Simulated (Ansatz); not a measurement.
Geometry optimisation, RKS PBE0/def2-SVP (Ansatz).

Input file:

```yaml
crystal:
  periodic: [false, false, false]
  atoms:
    - { symbol: Ta, position_ang: [-0.028616, 0.25975, 0.073892] }
    - { symbol: "N", position_ang: [2.058464, 0.152826, 0.167693] }
    - { symbol: H, position_ang: [2.587387, 0.442549, 0.985498] }
    - { symbol: H, position_ang: [2.636391, 0.002381, -0.655105] }
    - { symbol: F, position_ang: [0.095267, 0.683702, 1.898962] }
    - { symbol: F, position_ang: [0.245458, -0.41577, -1.667352] }
    - { symbol: F, position_ang: [-0.631236, 1.928422, -0.465262] }
    - { symbol: F, position_ang: [-1.448918, -0.927917, 0.345157] }
    - { symbol: O, position_ang: [1.113865, -2.574772, 1.046001] }
    - { symbol: H, position_ang: [1.01912, -3.230877, 0.343215] }
    - { symbol: H, position_ang: [1.876817, -2.019496, 0.762] }
basis:
  gaussian: { orbitals: def2-SVP }
hamiltonian:
  xc: pbe0
relax:
  f_tol: 0.03
  max_steps: 50
```

Command:

```bash
$ ansatz run input.yaml --threads 4 --pin off --max-ram 5120MiB --backend cpu --events-out ev --progress --plain --runs-dir out
```

**Question.** Where does it end, and by what steps?

**Answer.** The forces met the threshold. After 13 steps the energy has fallen by 0.738 eV; H10 moved furthest, 1.01 Å. Joined: Ta1–O9 (3.21 → 2.29 Å).

| step | energy less start (eV) | largest force component (eV/Å) | accepted |
| --- | --- | --- | --- |
| 0 | 0.0000 | 2.161 | yes |
| 1 | -0.1886 | 0.996 | yes |
| 2 | -0.3173 | 1.534 | yes |
| 3 | -0.5053 | 1.992 | yes |
| 4 | -0.5914 | 1.614 | yes |
| 5 | -0.6718 | 0.669 | yes |
| 6 | -0.6924 | 0.816 | yes |
| 7 | -0.7285 | 0.226 | yes |
| 8 | -0.7350 | 0.198 | yes |
| 9 | -0.7370 | 0.091 | yes |
| 10 | -0.7378 | 0.030 | yes |
| 11 | -0.7381 | 0.039 | yes |
| 12 | -0.7383 | 0.035 | yes |
| 13 | -0.7384 | 0.018 | yes |

```xyz
11
Properties=species:S:1:pos:R:3
Ta 0.212 -0.018 0.141
N 2.142 0.457 0.157
H 2.648 0.756 0.986
H 2.774 0.351 -0.632
F 0.244 0.363 1.987
F 0.565 -0.724 -1.585
F -0.651 1.535 -0.426
F -1.324 -1.161 0.338
O 0.949 -2.084 0.789
H 0.225 -2.721 0.701
H 1.740 -2.453 0.379
```

Whether the end is a true minimum wasn't checked by a vibrational analysis.

Time of the run: 48 s on 4 threads of Arm Neoverse V1, on a shared host, peak memory 0.41 GiB.
